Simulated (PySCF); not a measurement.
Species: SiPhH3, C6H8Si.
Structure used (PBE0-D3(BJ)/def2-SVP), in Å, numbered top down from 1:
```
atom  x, y, z in Å
Si1    0.016    0.029   -2.475
C2     0.012    0.019   -0.597
C3    -1.021    0.637    0.124
C4    -1.042    0.604    1.518
C5    -0.027   -0.049    2.215
C6     1.009   -0.666    1.515
C7     1.027   -0.631    0.122
H8    -1.822    1.158   -0.408
H9    -1.854    1.092    2.062
H10   -0.041   -0.074    3.308
H11    1.809   -1.176    2.058
H12    1.850   -1.115   -0.412
H13    1.422    0.041   -2.983
H14   -0.707    1.237   -2.977
H15   -0.664   -1.183   -3.028
```

Definitions: NICS(0) = −σiso at the ring centroid; NICS(1) = −σiso and NICS(1)zz = −σzz at ±1 Å along the ring normal z. Level: GIAO B3LYP/pcSseg-1 (PySCF, non-relativistic, gas phase) on the PBE0-D3(BJ)/def2-SVP geometry, one conformer.

Ring bond lengths (Å): C2–C3 1.403, C3–C4 1.394, C4–C5 1.394, C5–C6 1.394, C6–C7 1.394, C7–C2 1.403.

Task: Give the NICS values of each ring in ppm.

Result: 
| ring | type | NICS(0) | NICS(1), two faces | NICS(1)zz, two faces | rms pucker (Å) | centre to ring atoms, mean (Å) |
| --- | --- | --- | --- | --- | --- | --- |
| C2–C3–C4–C5–C6–C7 | 6-membered carbocycle | -8.0 | -11.2 / -11.1 | -28.4 / -28.2 | 0.00 | 1.40 |

Task: What can be read from them?

Result: 
- C2–C3–C4–C5–C6–C7: mean NICS(1)zz -28.3 ppm, shielded.

Task: At the first NICS(1) probe listed for ring C2–C3–C4–C5–C6–C7, 1 Å off the ring, what do the in-plane components average?

Result: The isotropic value is a third of the trace: (3 × -11.2 − (-28.4))/2 = -2.6 ppm.

Task: List the ring angles.

Result: 
- C2–C3–C4–C5–C6–C7: C2 118.2°, C3 121.0°, C4 120.0°, C5 119.8°, C6 120.0°, C7 121.0°; sum 720.0° against 720° for a flat convex ring.

Task: What are the shieldings of the ring atoms and their hydrogens in the same run (means over atoms taken as equivalent)?

Result: 
```csv
atoms,environment,σ isotropic (ppm)
C2,carbon bonded to 2 C and Si,44.0
C3 (×2),carbon bonded to 2 C and H,37.0
C4 (×2),carbon bonded to 2 C and H,45.1
C5,carbon bonded to 2 C and H,43.5
H8 (×2),hydrogen on carbon,23.79
H9 (×2),hydrogen on carbon,24.05
H10,hydrogen on carbon,24.04
```

Task: How do the values depend on the level or the medium?

Result: 
```
              level  NICS(0), C2–C3–C4–C5–C6–C7  mean NICS(1)zz, C2–C3–C4–C5–C6–C7
B3LYP/pcSseg-1, gas                        -8.0                              -28.3
 PBE0/pcSseg-1, gas                        -8.0                              -28.6
```

The geometry is the same throughout.
